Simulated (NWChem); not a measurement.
System: diarsenic (As2); SMILES [As]#[As]

```xyz
2

As     0.0000     0.0000     1.0593
As     0.0000     0.0000    -1.0593
```
Atoms are numbered in this order, from 1.

The geometry was optimised at B3LYP/6-31G* (spherical d).

Question: List the 4 lowest vertical singlet excitations from PBE0/6-31G* (spherical d), TDA (NWChem).

Answer: 
```json
[
 {"state": "S1", "energy (eV)": "2.91", "oscillator strength": "0.000", "leading excitation (squared amplitude)": "HOMO−1 → LUMO (0.48)"},
 {"state": "S2", "energy (eV)": "3.29", "oscillator strength": "0.000", "leading excitation (squared amplitude)": "HOMO−1 → LUMO (0.48)"},
 {"state": "S3", "energy (eV)": "3.29", "oscillator strength": "0.000", "leading excitation (squared amplitude)": "HOMO−1 → LUMO+1 (0.48)"},
 {"state": "S4", "energy (eV)": "3.84", "oscillator strength": "0.000", "leading excitation (squared amplitude)": "HOMO−2 → LUMO (0.99)"}
]
```
